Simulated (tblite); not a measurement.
Species: C7H13BO2.
Bonds: C1–C2 (double), C2–C3, C3–C4, C4–C5, C5–B6, B6–O7, B6–O8, C5–C9, C9–C10, C2–C10. Hydrogens: H11, H12 on C1; H13, H14 on C3; H15, H16 on C4; H17 on C5; H18 on O7; H19 on O8; H20, H21 on C9; H22, H23 on C10.

Computed with GFN2-xTB (tblite), gas phase: L-BFGS steps from a force-field or distance-geometry start until the largest atomic force falls under 0.01 eV/Å.

Step 45: E = -845.1151 eV
```
atom  x, y, z in Å  |  force x, y, z in eV/Å
C1     -3.1013   -0.7184   -0.1724   -0.032  -0.005   0.004
C2     -1.9614   -0.1067    0.0981   -0.011   0.016  -0.004
C3     -1.1991   -0.3025    1.3725    0.018  -0.004   0.031
C4      0.2639   -0.6561    1.0924    0.026  -0.018  -0.005
C5      0.9366    0.3956    0.2023   -0.010   0.009   0.004
B6      2.4899    0.1068   -0.0958   -0.036   0.001   0.030
O7      3.3638    1.0965    0.2150   -0.026  -0.029  -0.035
O8      2.8695   -1.0648   -0.6599   -0.045   0.027   0.008
C9      0.1379    0.4917   -1.1051    0.020  -0.001   0.003
C10    -1.3175    0.8744   -0.8323    0.019   0.044  -0.035
H11    -3.6409   -0.5441   -1.0868    0.012   0.012  -0.073
H12    -3.5621   -1.4062    0.5145    0.022  -0.059   0.059
H13    -1.2418    0.6287    1.9442    0.045   0.026   0.034
H14    -1.6532   -1.0891    1.9763   -0.052  -0.014   0.009
H15     0.3016   -1.6225    0.5876    0.058  -0.024   0.006
H16     0.7981   -0.7444    2.0411    0.029  -0.011  -0.029
H17     0.8726    1.3635    0.7107   -0.040   0.007   0.001
H18     4.2874    0.9537    0.0028    0.037  -0.005   0.018
H19     3.8028   -1.1804   -0.8481   -0.035  -0.003   0.019
H20     0.1671   -0.4778   -1.6060    0.024   0.017  -0.025
H21     0.5903    1.2330   -1.7676    0.007  -0.018   0.005
H22    -1.3437    1.8625   -0.3652    0.029   0.053   0.003
H23    -1.8651    0.9337   -1.7732   -0.058  -0.021  -0.029
```

Step 46: E = -845.1168 eV
```
atom  x, y, z in Å  |  force x, y, z in eV/Å
C1     -3.0980   -0.7233   -0.1724   -0.030   0.016   0.009
C2     -1.9610   -0.1066    0.0973    0.001   0.033   0.017
C3     -1.1983   -0.3024    1.3718    0.052   0.002   0.039
C4      0.2642   -0.6552    1.0890    0.058  -0.023  -0.013
C5      0.9335    0.3967    0.1976   -0.007   0.024  -0.015
B6      2.4866    0.1045   -0.0971   -0.026   0.014   0.033
O7      3.3614    1.0926    0.2153   -0.024  -0.008  -0.024
O8      2.8672   -1.0697   -0.6546   -0.056   0.020   0.007
C9      0.1336    0.4944   -1.1091    0.030   0.003   0.001
C10    -1.3217    0.8789   -0.8322    0.055   0.025  -0.035
H11    -3.6377   -0.5471   -1.0859   -0.010  -0.004  -0.080
H12    -3.5545   -1.4106    0.5175    0.010  -0.071   0.044
H13    -1.2368    0.6293    1.9426    0.031   0.032   0.035
H14    -1.6507   -1.0878    1.9790   -0.057  -0.011  -0.007
H15     0.3052   -1.6208    0.5838    0.039  -0.037   0.002
H16     0.8064   -0.7421    2.0332   -0.003  -0.011  -0.012
H17     0.8704    1.3648    0.7060   -0.037   0.005   0.001
H18     4.2871    0.9500    0.0125    0.030  -0.015   0.011
H19     3.8018   -1.1855   -0.8344   -0.020  -0.012   0.010
H20     0.1633   -0.4750   -1.6115    0.010   0.037  -0.015
H21     0.5886    1.2363   -1.7703   -0.013  -0.026   0.010
H22    -1.3436    1.8661   -0.3605    0.016   0.019  -0.023
H23    -1.8716    0.9393   -1.7726   -0.047  -0.011   0.003
```

Step 47: E = -845.1184 eV
```
atom  x, y, z in Å  |  force x, y, z in eV/Å
C1     -3.0955   -0.7267   -0.1725   -0.017   0.034   0.015
C2     -1.9603   -0.1059    0.0969    0.004   0.039   0.033
C3     -1.1969   -0.3027    1.3720    0.059   0.009   0.031
C4      0.2653   -0.6553    1.0865    0.058  -0.024  -0.015
C5      0.9308    0.3979    0.1947   -0.005   0.030  -0.023
B6      2.4830    0.1029   -0.0978   -0.009   0.026   0.027
O7      3.3584    1.0898    0.2144    0.005   0.014  -0.010
O8      2.8621   -1.0730   -0.6516   -0.030   0.006   0.004
C9      0.1313    0.4963   -1.1117    0.021   0.007  -0.004
C10    -1.3238    0.8827   -0.8331    0.055  -0.002  -0.020
H11    -3.6348   -0.5492   -1.0866   -0.016  -0.024  -0.053
H12    -3.5479   -1.4144    0.5208    0.008  -0.058   0.007
H13    -1.2313    0.6301    1.9420    0.021   0.021   0.031
H14    -1.6508   -1.0866    1.9809   -0.042   0.001  -0.024
H15     0.3100   -1.6203    0.5807    0.020  -0.043   0.001
H16     0.8137   -0.7403    2.0270   -0.023  -0.015   0.010
H17     0.8664    1.3657    0.7034   -0.029   0.007   0.002
H18     4.2872    0.9495    0.0211   -0.004  -0.026   0.005
H19     3.7980   -1.1908   -0.8251   -0.037  -0.013   0.007
H20     0.1615   -0.4729   -1.6151    0.000   0.043  -0.011
H21     0.5885    1.2380   -1.7712   -0.021  -0.022   0.002
H22    -1.3422    1.8695   -0.3582    0.005  -0.011  -0.047
H23    -1.8773    0.9427   -1.7725   -0.023   0.000   0.033
```

Step 48: E = -845.1194 eV
```
atom  x, y, z in Å  |  force x, y, z in eV/Å
C1     -3.0942   -0.7271   -0.1725   -0.006   0.039   0.017
C2     -1.9593   -0.1048    0.0971    0.005   0.033   0.035
C3     -1.1953   -0.3033    1.3728    0.038   0.013   0.011
C4      0.2669   -0.6565    1.0857    0.033  -0.018  -0.011
C5      0.9292    0.3988    0.1944   -0.001   0.022  -0.015
B6      2.4802    0.1027   -0.0974    0.006   0.027   0.016
O7      3.3561    1.0887    0.2135    0.015   0.038   0.006
O8      2.8563   -1.0742   -0.6510   -0.036   0.003   0.007
C9      0.1315    0.4967   -1.1123    0.005   0.009  -0.009
C10    -1.3232    0.8843   -0.8344    0.026  -0.020   0.002
H11    -3.6328   -0.5496   -1.0884   -0.005  -0.038  -0.012
H12    -3.5443   -1.4161    0.5228    0.013  -0.033  -0.030
H13    -1.2274    0.6303    1.9427    0.019   0.005   0.025
H14    -1.6534   -1.0860    1.9813   -0.017   0.014  -0.033
H15     0.3143   -1.6214    0.5797    0.007  -0.037   0.003
H16     0.8176   -0.7397    2.0246   -0.025  -0.021   0.025
H17     0.8620    1.3659    0.7036   -0.021   0.010   0.004
H18     4.2865    0.9522    0.0251   -0.013  -0.041  -0.003
H19     3.7916   -1.1939   -0.8238   -0.019  -0.017   0.002
H20     0.1626   -0.4720   -1.6159   -0.004   0.032  -0.014
H21     0.5904    1.2378   -1.7703   -0.017  -0.006  -0.015
H22    -1.3401    1.8713   -0.3595   -0.001  -0.020  -0.054
H23    -1.8798    0.9429   -1.7726   -0.003   0.005   0.043
```

**Question.** Estimate the geometry and energy of step 49. (The exact step hangs on the optimiser's Hessian estimate; all steps are aligned on step 48, rigid shifts and turns removed.)

**Answer.** E = -845.1201 eV, largest force 0.072 eV/Å
```
atom  x, y, z in Å  |  force x, y, z in eV/Å
C1     -3.0935   -0.7272   -0.1721    0.010   0.035   0.018
C2     -1.9588   -0.1034    0.0979   -0.001   0.018   0.025
C3     -1.1933   -0.3032    1.3735    0.010   0.013  -0.007
C4      0.2687   -0.6574    1.0843    0.003  -0.010  -0.003
C5      0.9281    0.3999    0.1931    0.003   0.009   0.000
B6      2.4784    0.1032   -0.0972    0.019   0.028   0.001
O7      3.3549    1.0887    0.2125    0.050   0.038   0.011
O8      2.8520   -1.0748   -0.6502    0.026  -0.005   0.004
C9      0.1313    0.4975   -1.1133   -0.009   0.008  -0.010
C10    -1.3228    0.8853   -0.8350   -0.008  -0.024   0.019
H11    -3.6317   -0.5514   -1.0897    0.009  -0.042   0.025
H12    -3.5412   -1.4189    0.5236    0.019  -0.007  -0.054
H13    -1.2243    0.6308    1.9435    0.022  -0.009   0.019
H14    -1.6549   -1.0850    1.9814    0.005   0.021  -0.037
H15     0.3170   -1.6227    0.5785    0.000  -0.024   0.004
H16     0.8198   -0.7398    2.0228   -0.020  -0.022   0.028
H17     0.8592    1.3664    0.7030   -0.019   0.011   0.005
H18     4.2869    0.9516    0.0290   -0.046  -0.040  -0.003
H19     3.7888   -1.1973   -0.8203   -0.071  -0.010   0.008
H20     0.1622   -0.4702   -1.6174   -0.004   0.012  -0.018
H21     0.5901    1.2380   -1.7708   -0.009   0.012  -0.027
H22    -1.3391    1.8724   -0.3605    0.000  -0.014  -0.049
H23    -1.8826    0.9444   -1.7714    0.010   0.001   0.040
```

The energy changes by -0.0008 eV. The first-order estimate −F·Δx gives -0.0011 eV and the mean of the old and new forces, exact on a quadratic surface, -0.0008 eV. The step makes an angle of 63° with the force vector and moves no atom by more than 0.006 Å.

What follows is the cost of the whole relaxation. On Intel Xeon Platinum 8488C, one thread, on a shared host, this took 0.86 s.
